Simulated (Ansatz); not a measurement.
Isolated molecules relaxed with PBE0-D4/def2-TZVP in Ansatz; ΔE leaves out vibrations. CCSD(T)/CBS is the MP2 limit (def2-TZVPP, def2-QZVPP) plus CCSD(T) − MP2 in def2-TZVPP, frozen cores. This one scheme is used for every species. DFT in def2-TZVPP. B3LYP here is the variant with VWN-RPA as its local correlation; programs differ in this. Each species was taken in one conformer, which may not be the lowest.

`COB(S)OC` + H–F → `COB(F)S` + CH₃OH  (ligand exchange at a B–O bond)

(1) Is it downhill or uphill in electronic energy at CCSD(T)/CBS, and by how much? (Best estimate.)

(2) What do these levels give: PBE-D4, r2SCAN-D4, B3LYP-D4, B2PLYP, PBE, B3LYP, MP2/def2-TZVPP, SCS-MP2/def2-TZVPP, CCSD(T)/def2-TZVPP, SCS-MP2/def2-QZVPP, MP2/CBS(def2), CCSD/CBS(def2)? (Estimate.)

Largest T1 diagnostic among the species: 0.012.

Results:

(1) Computed: Downhill: ΔE = -4.7 kJ/mol.

(2) Computed: PBE-D4 -10.8, r2SCAN-D4 -13.0, B3LYP-D4 -11.6, B2PLYP -14.9, PBE -17.3, B3LYP -21.8, MP2/def2-TZVPP -2.3, SCS-MP2/def2-TZVPP -7.9, CCSD(T)/def2-TZVPP -7.0, SCS-MP2/def2-QZVPP -6.6, MP2/CBS(def2) 0.0, CCSD/CBS(def2) -7.6 kJ/mol.

The D4 term adds +10.2 kJ/mol with B3LYP and +5.8 kJ/mol with PBE0; it sums over pairs of atoms, weighted by their polarisabilities, and B3LYP, whose exchange is more repulsive, gets the larger term. In def2-TZVPP, CCSD(T) changes the Hartree–Fock value by +18.6 kJ/mol (the triples alone add +2.9 kJ/mol) and MP2 by +23.3 kJ/mol.
